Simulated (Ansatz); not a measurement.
This geometry of ClH3Sn (5 atoms, charge 0, multiplicity 1) is a first-order saddle point.

The calculation used RKS revPBE-D4/def2-mTZVP in Ansatz.

```xyz
5
Properties=species:S:1:pos:R:3
Sn -0.374 0.000 0.395
H 1.010 0.000 1.613
Cl 2.387 0.000 0.579
H -0.615 1.378 -0.659
H -0.615 -1.378 -0.659
```

Task: Which two structures does it join? (They come from a converged band through this point; their orientation in space is the band's.)

Result: Bonds broken: Sn1–H2, Sn1–Cl3. Bonds formed: H2–Cl3. ClH3Sn becomes ClH + H2Sn.

Image 0:

```xyz
5
Properties=species:S:1:pos:R:3
Sn 0.166 0.000 0.287
H -0.012 0.000 1.999
Cl 2.511 0.000 -0.121
H -0.436 1.434 -0.448
H -0.436 -1.434 -0.448
```

Image 10:

```xyz
5
Properties=species:S:1:pos:R:3
Sn -0.981 0.000 0.115
H 1.729 0.000 2.261
Cl 1.929 0.000 0.970
H -0.442 1.277 -1.039
H -0.442 -1.277 -1.039
```

Task: How far does it lie above each of them?

Result: 174.0 kJ/mol above the first and 42.6 kJ/mol above the second. This is the barrier of this one path; another mechanism may lie lower. The orbitals stay closed-shell, which can raise the energy where a bond breaks towards radicals; this wasn't checked here.

Run time: 110 s on 1 thread of Arm Neoverse V2, with other jobs on the host, peak memory 0.11 GiB.
